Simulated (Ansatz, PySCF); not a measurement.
Spectroscopic constants of Mo₂, closed-shell singlet (lowest of 2S+1 = 1, 3, 5, 7, 9, 11 at CCSD(T)/def2-TZVPP on PBE0 minima; our sources give no spin for the ground state, which may be another). No spin–orbit coupling.

Seven points along R, fitted to fifth degree in 1/R; most abundant isotopes. Runs in def2 and cc sets follow the lowest solution found near the PBE0 minimum. The singlet is held restricted.

Rows in 3-21G carry no dispersion term and start afresh at each structure; the Pople sets are all-electron and without relativity.

Programs: Ansatz (Gaussian basis) for Hartree–Fock, density functionals and correlated methods; PySCF for 3-21G rows. Each number belongs to the level named beside it. In def2 rows elements past Kr take small-core potentials, without spin–orbit coupling.

Q: What bond length and harmonic frequency does HF/3-21G give?

A: r_e = 1.867 Å, ω_e = 690 cm⁻¹.

Q: What bond length and harmonic frequency does PBE/def2-TZVPP give?

A: r_e = 1.915 Å, ω_e = 550 cm⁻¹.

Q: What bond length and harmonic frequency does r2SCAN/def2-TZVPP give?

A: r_e = 1.895 Å, ω_e = 576 cm⁻¹.

Ansatz is an electronic-structure program.
